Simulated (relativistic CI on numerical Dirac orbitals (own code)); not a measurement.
Electric-dipole transitions in Pd⁴⁴⁺

Calculated at this level of theory: Dirac-Coulomb-Breit CI, orbitals from a KLI potential per configuration, a model potential for QED, unscaled Slater integrals (own radial code, finite nucleus).

Configurations in the expansion: 1s², 1s2s, 1s2p, 1s3s, 1s3p, 1s3d, 1s4s, 1s4p, 1s4d, 1s4f, 1s5s, 1s5p, 1s5d, 1s5f, 1s5g, 1s6s, 1s6p, 1s6d. Levels of other configurations are missing.

| λ vac (Å) | Lower | Upper | A (s⁻¹) | E lower (Ry) | E upper (Ry) |
| --- | --- | --- | --- | --- | --- |
| 0.5676 | 1s² ¹S0 [1] | 1s2p ¹P°1 [7] | 3.75e+15 | 0.00 | 1605.34 |
| 0.5735 | 1s² ¹S0 [1] | 1s2p ³P°1 [3] | 1.44e+15 | 0.00 | 1589.03 |
| 2.2888 | 1s2p ³P°1 [3] | 1s4d ³D2 [23] | 7.49e+13 | 1589.03 | 1987.17 |
| 2.3693 | 1s2p ³P°2 [6] | 1s4d ³D3 [26] | 8.56e+13 | 1603.14 | 1987.75 |
| 2.3828 | 1s2p ¹P°1 [7] | 1s4d ¹D2 [29] | 7.63e+13 | 1605.34 | 1987.78 |
| 3.0090 | 1s2s ³S1 [2] | 1s3p ³P°2 [12] | 8.82e+13 | 1584.36 | 1887.20 |
| 3.0500 | 1s2p ³P°1 [3] | 1s3d ³D1 [14] | 8.51e+13 | 1589.03 | 1887.81 |
| 3.0502 | 1s2p ³P°0 [4] | 1s3d ³D1 [14] | 1.55e+14 | 1589.05 | 1887.81 |
| 3.0506 | 1s2p ³P°1 [3] | 1s3d ³D2 [13] | 2.27e+14 | 1589.03 | 1887.74 |
| 3.0513 | 1s2s ³S1 [2] | 1s3p ³P°1 [9] | 7.18e+13 | 1584.36 | 1883.00 |
| 3.0522 | 1s2s ¹S0 [5] | 1s3p ¹P°1 [15] | 6.46e+13 | 1589.26 | 1887.82 |
| 3.1866 | 1s2p ³P°2 [6] | 1s3d ³D3 [16] | 2.66e+14 | 1603.14 | 1889.11 |
| 3.2019 | 1s2p ³P°2 [6] | 1s3d ³D2 [13] | 4.03e+13 | 1603.14 | 1887.74 |
| 3.2105 | 1s2p ¹P°1 [7] | 1s3d ¹D2 [17] | 2.37e+14 | 1605.34 | 1889.18 |
| 6.2289 | 1s3p ³P°2 [12] | 1s5d ³D3 [40] | 1.40e+13 | 1887.20 | 2033.50 |
| 6.2517 | 1s3d ³D2 [13] | 1s5f ³F°3 [41] | 1.78e+13 | 1887.74 | 2033.51 |
| 6.2540 | 1s3d ³D1 [14] | 1s5f ³F°2 [42] | 1.60e+13 | 1887.81 | 2033.51 |
| 6.3045 | 1s3d ³D3 [16] | 1s5f ³F°4 [44] | 1.87e+13 | 1889.11 | 2033.66 |
| 6.3073 | 1s3d ¹D2 [17] | 1s5f ¹F°3 [47] | 1.77e+13 | 1889.18 | 2033.66 |
| 8.6604 | 1s3s ³S1 [8] | 1s4p ³P°2 [22] | 1.15e+13 | 1881.72 | 1986.95 |
| 8.7463 | 1s3p ³P°0 [10] | 1s4d ³D1 [24] | 1.59e+13 | 1883.01 | 1987.20 |
| 8.7481 | 1s3p ³P°1 [9] | 1s4d ³D2 [23] | 2.34e+13 | 1883.00 | 1987.17 |
| 8.8083 | 1s3s ³S1 [8] | 1s4p ³P°1 [19] | 9.57e+12 | 1881.72 | 1985.18 |
| 9.0631 | 1s3p ³P°2 [12] | 1s4d ³D3 [26] | 2.87e+13 | 1887.20 | 1987.75 |
| 9.1108 | 1s3d ³D2 [13] | 1s4f ³F°3 [27] | 5.34e+13 | 1887.74 | 1987.76 |
| 9.1152 | 1s3d ³D1 [14] | 1s4f ³F°2 [28] | 4.81e+13 | 1887.81 | 1987.78 |
| 9.1164 | 1s3p ¹P°1 [15] | 1s4d ¹D2 [29] | 2.59e+13 | 1887.82 | 1987.78 |
| 9.2104 | 1s3d ³D3 [16] | 1s4f ³F°4 [30] | 5.65e+13 | 1889.11 | 1988.05 |
| 9.2159 | 1s3d ¹D2 [17] | 1s4f ¹F°3 [31] | 5.38e+13 | 1889.18 | 1988.06 |
| 12.760 | 1s4p ³P°2 [22] | 1s6d ³D3 [58] | 3.53e+12 | 1986.95 | 2058.36 |
| 18.814 | 1s4s ³S1 [18] | 1s5p ³P°2 [36] | 2.70e+12 | 1984.65 | 2033.09 |
| 18.975 | 1s4p ³P°1 [19] | 1s5d ³D2 [37] | 4.77e+12 | 1985.18 | 2033.20 |
| 19.575 | 1s4p ³P°2 [22] | 1s5d ³D3 [40] | 6.00e+12 | 1986.95 | 2033.50 |
| 19.667 | 1s4d ³D2 [23] | 1s5f ³F°3 [41] | 9.93e+12 | 1987.17 | 2033.51 |
| 19.674 | 1s4d ³D1 [24] | 1s5f ³F°2 [42] | 8.95e+12 | 1987.20 | 2033.51 |
| 19.676 | 1s4p ¹P°1 [25] | 1s5d ¹D2 [43] | 5.45e+12 | 1987.20 | 2033.52 |
| 19.851 | 1s4d ³D3 [26] | 1s5f ³F°4 [44] | 1.06e+13 | 1987.75 | 2033.66 |
| 19.857 | 1s4f ³F°3 [27] | 1s5g ³G4 [45] | 1.69e+13 | 1987.76 | 2033.66 |
| 19.861 | 1s4f ³F°2 [28] | 1s5g ³G3 [46] | 1.61e+13 | 1987.78 | 2033.66 |
| 19.862 | 1s4d ¹D2 [29] | 1s5f ¹F°3 [47] | 1.01e+13 | 1987.78 | 2033.66 |
| 19.944 | 1s4f ³F°4 [30] | 1s5g ³G5 [48] | 1.74e+13 | 1988.05 | 2033.74 |
| 19.947 | 1s4f ¹F°3 [31] | 1s5g ¹G4 [49] | 1.70e+13 | 1988.06 | 2033.75 |
| 35.040 | 1s5p ³P°1 [33] | 1s6d ³D2 [55] | 1.41e+12 | 2032.19 | 2058.19 |
| 36.055 | 1s5p ³P°2 [36] | 1s6d ³D3 [58] | 1.80e+12 | 2033.09 | 2058.36 |
| 36.227 | 1s5p ¹P°1 [39] | 1s6d ¹D2 [59] | 1.64e+12 | 2033.22 | 2058.37 |

Terms are leading LS components. Brackets give the number of a level in order of energy, since labels repeat. The list gives strong lines, with weight on those to low levels, without lines whose two gauges differ by over a factor of 2.5. Levels whose partners in the same complex of configurations lie outside the list can be far off, and so can their lines. Rates are taken at the computed energies, electric ones in the length gauge.

At this charge energies of transitions that change n are usually good to better than 1 %, and those within a shell (Δn = 0) to a few per cent.

LS names give the leading component of a level, which can be under half, so a name can repeat, a term be missing and a line seem to break the LS rules.
